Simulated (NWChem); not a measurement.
System: CH4BeS2; SMILES [S]([Be][SH])C

Here is an NWChem input.

```
start job
memory heap 200 mb stack 900 mb global 1100 mb
geometry units angstroms noautosym nocenter noautoz
  Be     0.268019    -0.445946     0.057225
  S     -0.205363    -2.292307     0.111618
  H     -0.198537    -2.404310    -1.237374
  S      0.761335     1.386490     0.023855
  C     -0.869878     2.223681    -0.009870
  H     -1.446819     1.950015    -0.902821
  H     -0.667503     3.302482    -0.042251
  H     -1.453348     2.004510     0.893822
end
basis spherical
  Be library pcsseg-1
  S library pcsseg-1
  H library pcsseg-1
  C library pcsseg-1
end
dft
  xc pbe0
  iterations 150
end
property
  shielding
end
task dft property
```

Geometry: optimised at PBE0/def2-SVP.

GIAO values for the isolated, static molecule; σ is the absolute isotropic shielding, δ = σ(reference) − σ with the isolated reference molecule computed at the same levels (13C: tetramethylsilane, 1H: tetramethylsilane).

Atoms are numbered as in the input.

Question: Predict the main results of this run. (PBE0/pcSseg-1, GIAO.) Quantities: σ Be1 (ppm); σ S2 (ppm); δ H3 (ppm); σ S4 (ppm); δ C5 (ppm); δ H6 (rotor mean) (ppm).

Answer: 
| Quantity | Result |
|---|---|
| σ Be1 (ppm) | 82.7 |
| σ S2 (ppm) | 722.0 |
| δ H3 (ppm) | 0.86 |
| σ S4 (ppm) | 649.3 |
| δ C5 (ppm) | 9.8 |
| δ H6 (rotor mean) (ppm) | 2.07 |
